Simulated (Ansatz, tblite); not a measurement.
Cost and result up the ladder for Na6Pt⁻ (7 atoms). Charge -1, multiplicity 2. Geometry: PBE0-D4/def2-SVPD.

```
atom   x (Å)   y (Å)   z (Å)
 Pt1   0.448   0.124   0.015
 Na2   0.762   1.612  -2.293
 Na3  -1.025  -1.362  -1.851
 Na4   0.866   1.594   2.287
 Na5  -1.850   1.707   0.015
 Na6  -1.007  -1.393   1.847
 Na7   1.807  -2.281  -0.020
```

Ansatz on 4 threads of Intel Xeon Platinum 8259CL on a shared host; xTB runs through tblite on one thread. Times are rough, summed over both states, and most runs start from the orbitals of an earlier one. No level here is sound enough to serve as a yardstick. The other state is a quartet at its own geometry, which has other bonds, so the gap mixes isomer and spin.

In the def2 sets Pt takes a core potential; there is no spin–orbit coupling. The xTB rows come from tblite. The structure comes from a short search, and lower isomers may exist.

Run but left out: HF/def2-TZVPD, r2SCAN-D4/def2-TZVPD, MP2/def2-TZVPD (doublet: ⟨S²⟩ 1.42 to 2.35, where a pure state has 0.75).

xTB has no spin-polarisation term.

```csv
level,functions,quartet − doublet (eV),remarks
GFN2-xTB,33,1.61,–
PBE0-D4/def2-TZVPD,253,0.20,spin-contaminated (⟨S²⟩ 0.98) (doublet)
BHLYP-D4/def2-TZVPD (with forces),253,0.27,–
PBE-D4/def2-TZVPD,253,0.27,"HOMO above zero (doublet), HOMO above zero (quartet)"
CAM-B3LYP-D4/def2-TZVPD,253,0.25,spin-contaminated (⟨S²⟩ 0.83) (doublet)
```

(1) Estimate how long each takes.

Results:

(1) GFN2-xTB 0.049 s; PBE-D4/def2-TZVPD 70 s; PBE0-D4/def2-TZVPD 2.3 min; CAM-B3LYP-D4/def2-TZVPD 3.3 min; BHLYP-D4/def2-TZVPD (with forces) 3.7 min. On shared hardware such times vary by a factor of up to 3.
